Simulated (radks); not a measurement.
Valence configurations of Er2+ (all share [Xe]). All-electron calculation, Dirac Kohn-Sham, PBE, spin-unpolarised, spherical densities, point nucleus; open shells fill j = l - 1/2 first. Program: a radial shooting solver on a logarithmic mesh with Libxc functionals. Energies are relative to 4f12; eigenvalues in eV.

valence       E (eV)  e(4f5/2)  e(4f7/2)  e(5d3/2)  e(6p1/2)  e(6p3/2)
4f12           0.000   -17.961   -16.877         -         -         -
4f11 6s1       5.228   -26.939   -25.786         -         -         -
4f11 6p1       9.693   -28.046   -26.892         -   -13.128         -
4f11 5d1       5.379   -24.209   -23.058   -15.325         -         -
4f10 6p2      28.049   -39.460   -38.236         -   -15.061         -
4f9 5d1 6p2   46.737   -47.507   -46.215   -24.391   -15.470         -
4f11.5 6s0.5   1.752   -22.243   -21.124         -         -         -
4f9 6p3       57.505   -52.234   -50.938         -   -16.962   -15.902

NIST lists [Xe] 4f12 as the ground configuration; this level of theory agrees among the configurations tried. The energies are those of spherical spin-averaged densities, not of single terms.
